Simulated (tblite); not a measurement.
A geometry optimisation, step by step.

Compound: C3H12B2Si.
Numbering: `[BH2:1][BH:2][SiH2:3][CH:4]([CH3:5])[CH3:6]` (hydrogens: H7, H8 on B1; H9 on B2; H10, H11 on Si3; H12 on C4; H13, H14, H15 on C5; H16, H17, H18 on C6)

Computed with GFN2-xTB (tblite), gas phase: L-BFGS steps from a force-field or distance-geometry start until the largest atomic force falls under 0.01 eV/Å. 11 of its 104 geometries are shown.

Step 0: E = -453.1779 eV, largest atomic force 1.102 eV/Å
```
atom  x, y, z in Å  |  force x, y, z in eV/Å
B1      2.981   -0.450    0.449    0.121   0.129   0.245
B2      1.985   -0.558   -0.888    0.356  -0.521  -0.158
Si3     0.414    0.546   -1.013    0.445  -0.085  -1.005
C4     -0.741    0.251    0.438   -0.431  -0.241   0.859
C5     -1.242   -1.204    0.450   -0.090  -0.128   0.002
C6     -1.917    1.224    0.407   -0.119   0.378   0.451
H7      2.714    0.319    1.311    0.319  -0.277  -0.016
H8      3.935   -1.129    0.541    0.024   0.153   0.278
H9      2.247   -1.340   -1.732   -0.119   0.098  -0.016
H10     0.812    1.961   -1.017   -0.179   0.255  -0.043
H11    -0.306    0.243   -2.270   -0.263   0.275   0.036
H12    -0.163    0.415    1.379   -0.413  -0.049  -0.455
H13    -1.908   -1.377    1.327    0.424   0.040  -0.655
H14    -0.381   -1.907    0.511   -0.650   0.409  -0.054
H15    -1.813   -1.411   -0.485    0.406   0.050   0.754
H16    -1.541    2.272    0.455   -0.369  -0.726  -0.128
H17    -2.512    1.089   -0.512    0.278   0.121   0.472
H18    -2.571    1.061    1.290    0.259   0.119  -0.569
```

Step 10: E = -453.3739 eV, largest atomic force 0.130 eV/Å
```
atom  x, y, z in Å  |  force x, y, z in eV/Å
B1      3.023   -0.474    0.472    0.016  -0.003  -0.029
B2      2.020   -0.604   -0.902    0.013   0.039   0.087
Si3     0.436    0.537   -1.080    0.009  -0.021   0.072
C4     -0.747    0.248    0.431    0.074   0.027  -0.103
C5     -1.244   -1.195    0.449    0.016   0.075   0.009
C6     -1.920    1.224    0.418    0.044  -0.064  -0.012
H7      2.786    0.272    1.349   -0.039  -0.047  -0.009
H8      4.003   -1.101    0.635    0.009  -0.004  -0.070
H9      2.248   -1.385   -1.756   -0.019   0.005   0.103
H10     0.731    1.988   -1.051   -0.035  -0.004  -0.027
H11    -0.407    0.345   -2.281   -0.025   0.045   0.024
H12    -0.179    0.421    1.353   -0.007  -0.012  -0.060
H13    -1.899   -1.370    1.303   -0.013  -0.010   0.007
H14    -0.406   -1.891    0.514   -0.043   0.007  -0.014
H15    -1.808   -1.414   -0.457    0.025  -0.018   0.021
H16    -1.563    2.251    0.454   -0.024  -0.031  -0.024
H17    -2.510    1.094   -0.487    0.004   0.027   0.015
H18    -2.572    1.060    1.276   -0.005  -0.013   0.009
```

Step 21: E = -453.4753 eV, largest atomic force 0.664 eV/Å
```
atom  x, y, z in Å  |  force x, y, z in eV/Å
B1      3.058   -0.440    0.493   -0.139  -0.173  -0.274
B2      2.016   -0.542   -0.808   -0.277  -0.107   0.096
Si3     0.461    0.645   -1.134    0.077  -0.066   0.116
C4     -0.714    0.241    0.383    0.493   0.267  -0.356
C5     -1.223   -1.191    0.426    0.052   0.109  -0.005
C6     -1.896    1.195    0.386   -0.016   0.020   0.001
H7      2.738    0.004    1.554    0.253  -0.395  -0.324
H8      4.116   -0.964    0.352   -0.064   0.540   0.332
H9      2.072   -1.561   -1.431   -0.259   0.295   0.232
H10     0.664    2.134   -1.107   -0.069  -0.399  -0.006
H11    -0.458    0.413   -2.277    0.171   0.053  -0.035
H12    -0.121    0.435    1.281   -0.065  -0.076   0.094
H13    -1.883   -1.300    1.277   -0.168  -0.121   0.287
H14    -0.422   -1.915    0.529    0.132  -0.019  -0.077
H15    -1.809   -1.427   -0.455    0.058  -0.013  -0.196
H16    -1.576    2.232    0.422    0.022   0.010   0.035
H17    -2.513    1.062   -0.496   -0.008  -0.026  -0.168
H18    -2.518    0.985    1.247   -0.192   0.101   0.248
```

Step 31: E = -453.8543 eV, largest atomic force 0.231 eV/Å
```
atom  x, y, z in Å  |  force x, y, z in eV/Å
B1      3.040   -0.460    0.436   -0.010  -0.023  -0.018
B2      1.881   -0.588   -0.655   -0.063  -0.012  -0.083
Si3     0.456    0.669   -1.144    0.130  -0.041  -0.040
C4     -0.674    0.273    0.362   -0.192  -0.023   0.127
C5     -1.174   -1.169    0.399   -0.031  -0.010   0.020
C6     -1.883    1.196    0.379   -0.082   0.048  -0.019
H7      2.817   -0.570    1.581   -0.088   0.013   0.108
H8      4.183   -0.371    0.209    0.162   0.102  -0.101
H9      1.647   -1.663   -1.066    0.060  -0.106  -0.110
H10     0.645    2.143   -1.135    0.041  -0.143   0.000
H11    -0.339    0.432   -2.381    0.090   0.017   0.153
H12    -0.096    0.439    1.277    0.001   0.066   0.006
H13    -1.842   -1.289    1.255    0.019  -0.106  -0.078
H14    -0.363   -1.890    0.500   -0.010   0.094  -0.026
H15    -1.737   -1.405   -0.505    0.050   0.001   0.057
H16    -1.584    2.241    0.401   -0.015  -0.013   0.007
H17    -2.472    1.023   -0.519   -0.082   0.090   0.029
H18    -2.515    0.996    1.247    0.018   0.046  -0.032
```

Step 41: E = -453.9290 eV, largest atomic force 0.128 eV/Å
```
atom  x, y, z in Å  |  force x, y, z in eV/Å
B1      3.045   -0.483    0.406   -0.063   0.047  -0.065
B2      1.910   -0.722   -0.690   -0.098   0.059  -0.044
Si3     0.492    0.602   -1.066   -0.024  -0.042  -0.006
C4     -0.735    0.294    0.396    0.005  -0.003   0.043
C5     -1.182   -1.167    0.407    0.021   0.027  -0.033
C6     -1.932    1.238    0.387    0.023   0.005   0.010
H7      2.784   -0.585    1.547    0.047  -0.046   0.058
H8      4.156   -0.171    0.190    0.016   0.044   0.000
H9      1.701   -1.745   -1.227    0.073  -0.046  -0.016
H10     0.756    2.057   -1.089    0.054  -0.067   0.041
H11    -0.256    0.377   -2.329   -0.007   0.032   0.076
H12    -0.185    0.478    1.325    0.033   0.005   0.047
H13    -1.845   -1.385    1.249    0.015   0.087  -0.092
H14    -0.319   -1.827    0.481   -0.037  -0.001   0.028
H15    -1.706   -1.401   -0.518   -0.059  -0.038   0.055
H16    -1.597    2.273    0.420    0.010   0.016  -0.104
H17    -2.531    1.092   -0.509    0.012   0.028   0.045
H18    -2.565    1.081    1.261   -0.022  -0.109  -0.045
```

Step 52: E = -453.9583 eV, largest atomic force 0.125 eV/Å
```
atom  x, y, z in Å  |  force x, y, z in eV/Å
B1      3.028   -0.463    0.383    0.011  -0.071   0.039
B2      1.918   -0.785   -0.715   -0.026   0.074  -0.049
Si3     0.498    0.552   -1.034    0.013  -0.023  -0.011
C4     -0.742    0.301    0.417    0.033   0.011  -0.021
C5     -1.206   -1.152    0.423    0.013   0.013  -0.018
C6     -1.937    1.243    0.373    0.005  -0.006   0.005
H7      2.841   -0.678    1.525   -0.001   0.009   0.016
H8      4.075    0.019    0.163    0.013   0.042  -0.030
H9      1.805   -1.790   -1.311   -0.003  -0.010  -0.031
H10     0.894    1.974   -1.009   -0.013   0.033  -0.019
H11    -0.297    0.410   -2.279    0.056   0.027   0.053
H12    -0.208    0.484    1.357   -0.003   0.017  -0.008
H13    -1.889   -1.345    1.251    0.020  -0.026  -0.016
H14    -0.347   -1.815    0.509   -0.060  -0.078   0.077
H15    -1.721   -1.386   -0.507   -0.048  -0.021   0.022
H16    -1.616    2.282    0.393    0.020   0.002  -0.005
H17    -2.524    1.087   -0.530    0.022  -0.018  -0.007
H18    -2.583    1.069    1.233   -0.052   0.025   0.002
```

Step 62: E = -453.9679 eV, largest atomic force 0.052 eV/Å
```
atom  x, y, z in Å  |  force x, y, z in eV/Å
B1      3.027   -0.470    0.375   -0.004  -0.012   0.039
B2      1.933   -0.800   -0.737    0.025   0.042  -0.018
Si3     0.513    0.543   -1.007   -0.005  -0.011  -0.013
C4     -0.740    0.287    0.432   -0.001   0.022  -0.018
C5     -1.229   -1.160    0.450   -0.001   0.023  -0.003
C6     -1.931    1.237    0.360   -0.003   0.008  -0.010
H7      2.872   -0.704    1.519    0.000  -0.010  -0.020
H8      4.029    0.099    0.144    0.016   0.006  -0.017
H9      1.850   -1.765   -1.398   -0.008  -0.017  -0.012
H10     0.935    1.960   -0.986   -0.036   0.000   0.033
H11    -0.276    0.442   -2.257    0.012  -0.007   0.005
H12    -0.212    0.484    1.373   -0.035  -0.034   0.008
H13    -1.927   -1.324    1.272    0.001  -0.013   0.000
H14    -0.401   -1.859    0.559    0.008   0.034   0.038
H15    -1.744   -1.393   -0.481   -0.027  -0.003   0.011
H16    -1.605    2.274    0.374    0.032  -0.006  -0.012
H17    -2.495    1.072   -0.555    0.008   0.000  -0.017
H18    -2.606    1.084    1.203    0.019  -0.021   0.005
```

Step 72: E = -453.9718 eV, largest atomic force 0.041 eV/Å
```
atom  x, y, z in Å  |  force x, y, z in eV/Å
B1      3.037   -0.473    0.363   -0.029   0.014   0.008
B2      1.953   -0.800   -0.759    0.030   0.020   0.019
Si3     0.518    0.531   -0.991   -0.003   0.034   0.001
C4     -0.747    0.275    0.437   -0.025   0.019   0.007
C5     -1.251   -1.165    0.469    0.012   0.008   0.007
C6     -1.923    1.238    0.343   -0.031   0.019   0.000
H7      2.890   -0.731    1.502    0.008  -0.020  -0.015
H8      4.016    0.138    0.139    0.032  -0.002  -0.004
H9      1.883   -1.742   -1.452    0.000  -0.028  -0.012
H10     0.919    1.955   -0.935   -0.009  -0.012   0.015
H11    -0.258    0.450   -2.248   -0.009  -0.014  -0.013
H12    -0.233    0.471    1.386    0.011  -0.007  -0.006
H13    -1.954   -1.311    1.291    0.004  -0.003  -0.011
H14    -0.424   -1.860    0.601   -0.012  -0.026  -0.004
H15    -1.765   -1.411   -0.459    0.016  -0.003   0.018
H16    -1.584    2.271    0.355    0.020   0.004  -0.003
H17    -2.478    1.075   -0.578   -0.001  -0.005  -0.020
H18    -2.608    1.094    1.179   -0.014   0.003   0.013
```

Step 82: E = -453.9731 eV, largest atomic force 0.017 eV/Å
```
atom  x, y, z in Å  |  force x, y, z in eV/Å
B1      3.049   -0.469    0.357    0.009  -0.011  -0.010
B2      1.960   -0.786   -0.763    0.010   0.006   0.006
Si3     0.512    0.532   -0.990    0.006   0.012   0.006
C4     -0.753    0.273    0.436   -0.007   0.006   0.009
C5     -1.256   -1.168    0.476    0.002   0.004   0.002
C6     -1.926    1.240    0.338   -0.007   0.009  -0.004
H7      2.903   -0.756    1.489    0.003  -0.003   0.003
H8      4.036    0.134    0.146    0.002  -0.002  -0.002
H9      1.891   -1.734   -1.451    0.000   0.006   0.000
H10     0.896    1.960   -0.917    0.005  -0.005  -0.007
H11    -0.261    0.449   -2.250   -0.007  -0.006  -0.010
H12    -0.235    0.471    1.382   -0.007   0.001   0.013
H13    -1.960   -1.311    1.296   -0.008   0.001  -0.012
H14    -0.430   -1.865    0.614   -0.001   0.001  -0.010
H15    -1.765   -1.417   -0.453    0.000  -0.010   0.013
H16    -1.577    2.269    0.347   -0.001   0.010   0.005
H17    -2.477    1.080   -0.587   -0.003  -0.013  -0.006
H18    -2.616    1.104    1.171    0.004  -0.006   0.003
```

Step 93: E = -453.9739 eV, largest atomic force 0.019 eV/Å
```
atom  x, y, z in Å  |  force x, y, z in eV/Å
B1      3.071   -0.473    0.352    0.010  -0.011  -0.002
B2      1.970   -0.770   -0.763   -0.007  -0.006   0.005
Si3     0.509    0.535   -0.983    0.001  -0.004   0.000
C4     -0.761    0.275    0.441    0.005   0.006   0.000
C5     -1.263   -1.166    0.480    0.007   0.006   0.003
C6     -1.935    1.241    0.334   -0.003  -0.001  -0.005
H7      2.928   -0.786    1.477    0.006   0.001   0.004
H8      4.064    0.123    0.148   -0.008  -0.001  -0.003
H9      1.903   -1.716   -1.455    0.003   0.006  -0.001
H10     0.895    1.962   -0.923   -0.005   0.006   0.005
H11    -0.266    0.442   -2.241    0.001  -0.005   0.001
H12    -0.252    0.476    1.391    0.009  -0.006   0.001
H13    -1.972   -1.308    1.296   -0.002   0.001  -0.005
H14    -0.438   -1.862    0.623    0.002  -0.001   0.001
H15    -1.768   -1.422   -0.450    0.004   0.014   0.004
H16    -1.588    2.272    0.341    0.003  -0.002   0.002
H17    -2.479    1.074   -0.593   -0.019  -0.001   0.001
H18    -2.627    1.107    1.166   -0.007  -0.004  -0.009
```

Step 103: E = -453.9743 eV, largest atomic force 0.009 eV/Å
```
atom  x, y, z in Å  |  force x, y, z in eV/Å
B1      3.084   -0.483    0.352   -0.002   0.006  -0.002
B2      1.975   -0.766   -0.759   -0.007  -0.003   0.005
Si3     0.509    0.536   -0.975    0.000  -0.006  -0.001
C4     -0.765    0.280    0.445    0.003   0.002  -0.001
C5     -1.266   -1.161    0.482    0.003   0.001  -0.002
C6     -1.943    1.241    0.330    0.002   0.002  -0.005
H7      2.958   -0.809    1.475    0.003  -0.002   0.002
H8      4.071    0.120    0.141   -0.001  -0.004  -0.003
H9      1.910   -1.704   -1.463    0.003   0.001  -0.001
H10     0.889    1.965   -0.919   -0.001   0.002   0.000
H11    -0.264    0.431   -2.234    0.002   0.006  -0.001
H12    -0.259    0.483    1.396   -0.001   0.000   0.003
H13    -1.980   -1.302    1.294    0.003  -0.007  -0.003
H14    -0.442   -1.857    0.630    0.001  -0.001   0.006
H15    -1.765   -1.415   -0.451   -0.003  -0.003   0.002
H16    -1.599    2.272    0.335   -0.005   0.005   0.006
H17    -2.485    1.069   -0.597   -0.004  -0.002  -0.003
H18    -2.637    1.106    1.160    0.004   0.005  -0.003
```

Problem. Summarise the path.

Solution. The energy falls by 0.7964 eV from step 0 to step 103; nine tenths of that is first reached at step 35. It falls at every step. The largest force goes from 1.102 to 0.009 eV/Å. Among the bonds B1–B2 changes most, from 1.671 to 1.595 Å; the atoms move by 0.451 Å rms after alignment.

Problem. Follow the three bonds and two angles with the largest change from start to end.

Solution. 
| step | E above end (eV) | largest force (eV/Å) | B1–B2 (Å) | B2–Si3 (Å) | Si3–C4 (Å) | B1–B2–H9 (°) | B2–Si3–H10 (°) |
| --- | --- | --- | --- | --- | --- | --- | --- |
| 0 | 0.7964 | 1.102 | 1.671 | 1.924 | 1.878 | 118.9 | 109.4 |
| 4 | 0.6436 | 0.271 | 1.676 | 1.939 | 1.937 | 121.7 | 112.0 |
| 9 | 0.6026 | 0.115 | 1.706 | 1.960 | 1.941 | 121.6 | 114.0 |
| 13 | 0.5952 | 0.144 | 1.699 | 1.960 | 1.928 | 120.7 | 114.3 |
| 18 | 0.5788 | 0.408 | 1.688 | 1.956 | 1.955 | 118.8 | 117.7 |
| 22 | 0.4746 | 0.476 | 1.671 | 1.984 | 1.942 | 115.6 | 118.2 |
| 27 | 0.1810 | 0.613 | 1.597 | 1.938 | 1.950 | 111.7 | 123.4 |
| 31 | 0.1200 | 0.231 | 1.597 | 1.963 | 1.924 | 117.2 | 122.8 |
| 36 | 0.0730 | 0.197 | 1.604 | 1.957 | 1.933 | 122.7 | 121.2 |
| 40 | 0.0489 | 0.137 | 1.599 | 1.971 | 1.933 | 124.2 | 122.2 |
| 45 | 0.0334 | 0.106 | 1.596 | 1.971 | 1.926 | 124.4 | 121.7 |
| 49 | 0.0237 | 0.164 | 1.597 | 1.973 | 1.927 | 124.9 | 119.8 |
| 54 | 0.0135 | 0.067 | 1.598 | 1.972 | 1.924 | 125.7 | 116.4 |
| 58 | 0.0100 | 0.086 | 1.595 | 1.974 | 1.926 | 126.3 | 116.4 |
| 63 | 0.0059 | 0.055 | 1.596 | 1.972 | 1.925 | 127.7 | 116.6 |
| 67 | 0.0040 | 0.050 | 1.594 | 1.973 | 1.926 | 128.4 | 117.0 |
| 72 | 0.0025 | 0.041 | 1.594 | 1.971 | 1.924 | 128.5 | 116.6 |
| 76 | 0.0016 | 0.025 | 1.594 | 1.972 | 1.925 | 128.1 | 116.9 |
| 81 | 0.0012 | 0.022 | 1.595 | 1.971 | 1.924 | 127.9 | 116.7 |
| 85 | 0.0010 | 0.022 | 1.594 | 1.972 | 1.926 | 127.5 | 116.6 |
| 90 | 0.0006 | 0.027 | 1.595 | 1.972 | 1.925 | 127.1 | 116.1 |
| 94 | 0.0004 | 0.020 | 1.595 | 1.972 | 1.926 | 127.0 | 116.2 |
| 99 | 0.0001 | 0.014 | 1.595 | 1.972 | 1.925 | 126.8 | 116.2 |
| 103 | 0.0000 | 0.009 | 1.595 | 1.972 | 1.925 | 126.7 | 116.3 |

The cost below is that of the whole relaxation. On Arm Neoverse N1, one thread, shared host with 64 logical CPUs at a one-minute load of 58, this took 1.1 s wall.
